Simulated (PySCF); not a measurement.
Geometry:
```
atom   x (Å)   y (Å)   z (Å)
  C1  -2.407   1.359  -0.041
  C2  -1.280   0.747  -0.816
  S3  -1.385   0.478  -2.424
  C4  -0.069   0.385  -0.012
 Si5  -0.350  -1.426   0.567
  C6   1.265   0.532  -0.749
 Si7   2.838   0.125   0.216
  H8  -3.327   1.398  -0.635
  H9  -2.123   2.388   0.243
 H10  -2.588   0.812   0.899
 H11  -0.069   0.983   0.919
 H12  -0.030  -2.342  -0.565
 H13  -1.769  -1.611   0.993
 H14   0.542  -1.717   1.731
 H15   1.362   1.573  -1.105
 H16   1.244  -0.081  -1.666
 H17   2.993  -1.348   0.421
 H18   2.820   0.785   1.560
 H19   4.019   0.625  -0.551
```

Geometry: PBE0-D3(BJ)/def2-SVP; GIAO shifts from PySCF, gas phase, non-relativistic, averaged over equivalent atoms.

At PBE0/pcSseg-1 (200 basis functions, 30 s wall time on 1 thread of an Arm Neoverse V2, shared host):
```
      atoms  δ (ppm)
         C2    274.5
         C4     51.7
         C1     43.5
         C6     14.1
         S3    884.2
        Si5    -45.0
        Si7    -67.0
H17/H18/H19     3.97
H12/H13/H14     3.92
        H11     3.23
  H8/H9/H10     2.96
        H16     2.01
        H15     0.95
```

Referencing at the same level of theory: $^{13}$C (σ = 184.41 ppm), $^{29}$Si (σ = 351.99 ppm), $^{1}$H (σ = 31.27 ppm) vs TMS; $^{33}$S (σ = 495.66 ppm) against CS2.

**Question.** Predict the values at KT2/pcSseg-1 on the same geometry.

**Answer.** 
```tsv
atoms	δ at KT2/pcSseg-1	change
C2	251.5	-23.0
C4	52.8	+1.1
C1	42.9	-0.6
C6	16.0	+1.9
S3	797.9	-86.3
Si5	-46.9	-1.9
Si7	-70.4	-3.4
H17/H18/H19	4.01	+0.04
H12/H13/H14	3.99	+0.07
H11	3.38	+0.15
H8/H9/H10	2.97	+0.01
H16	2.05	+0.04
H15	1.06	+0.11
```

References, each an isolated molecule treated in the same way: $^{13}$C (183.22 ppm), $^{29}$Si (361.05 ppm), $^{1}$H (31.18 ppm) vs TMS; CS2 for $^{33}$S (518.69 ppm).

The largest change is at S3 (thione sulfur). Cost: 200 basis functions, 39 s wall time on 1 thread of an Arm Neoverse V2, shared host. The order of the carbon signals is the same at both levels.
